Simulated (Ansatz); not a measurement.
```xyz
16

C    -1.479    0.964   -0.396
Si    0.131    0.069   -0.030
C     0.191   -1.498   -1.048
C     0.208   -0.299    1.802
N     1.548    0.980   -0.422
H    -2.346    0.352   -0.132
H    -1.547    1.898    0.169
H    -1.558    1.213   -1.458
H    -0.677   -2.132   -0.844
H     1.093   -2.073   -0.827
H     0.187   -1.275   -2.119
H     1.108   -0.866    2.049
H    -0.661   -0.880    2.122
H     0.219    0.623    2.391
H     1.789    1.137   -1.388
H     1.795    1.785    0.133
```

The species carries charge 0 and has multiplicity 1.

Q: List the CAM-B3LYP/def2-TZVPP orbital energies in eV (Ansatz 0.2.0). (Estimate.)

A: Ansatz gave: Occupied: -1800.32, -390.46, -277.86, -277.86, -277.81, -144.83, -100.18, -100.15, -100.14, -24.91, -21.42, -20.53, -20.46, -15.10, -14.86, -13.16, -12.86, -12.77, -12.32, -12.26, -12.01, -11.39, -10.04, -9.76, -8.40. Lowest empty: 1.53, 2.59, 2.78, 3.07, 3.43, 3.49, 3.81, 4.41.
